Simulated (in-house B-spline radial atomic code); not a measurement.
A fraction x of an electron is removed from 3d in Cu, starting from [Ar] 3d10 4s1 and keeping the highest spin. Method: non-relativistic LDA exchange-only, spin-polarised, spherical fractional occupations, point nucleus. Calculated with a B-spline radial code for spherical atoms.

```json
{"x": "0", "E(x) - E(0) (eV)": "0.0000", "3d down level (eV)": "-4.114"}
{"x": "0.12", "E(x) - E(0) (eV)": "0.5717", "3d down level (eV)": "-5.428"}
{"x": "0.24", "E(x) - E(0) (eV)": "1.3059", "3d down level (eV)": "-6.820"}
{"x": "0.28", "E(x) - E(0) (eV)": "1.5883", "3d down level (eV)": "-7.301"}
{"x": "0.43", "E(x) - E(0) (eV)": "?", "3d down level (eV)": "?"}
{"x": "0.5", "E(x) - E(0) (eV)": "?", "3d down level (eV)": "?"}
{"x": "0.66", "E(x) - E(0) (eV)": "5.2792", "3d down level (eV)": "-12.233"}
{"x": "0.84", "E(x) - E(0) (eV)": "7.7085", "3d down level (eV)": "-14.782"}
{"x": "0.99", "E(x) - E(0) (eV)": "10.0912", "3d down level (eV)": "-17.001"}
{"x": "1", "E(x) - E(0) (eV)": "10.2620", "3d down level (eV)": "-17.152"}
```

**Question.** What belongs in the row x = 0.43?

**Answer.** An energy change of 2.8222 eV; 3d down at -9.170 eV.

**Question.** What belongs in the row x = 0.5?

**Answer.** An energy change of 3.4958 eV; 3d down at -10.078 eV.

**Question.** Check Janak's theorem between x = 0.12 and 0.24.

**Answer.** The slope of the energy is 6.12 eV; the orbital levels give 6.12 eV (-ε of the emptying orbital, averaged over the two points).
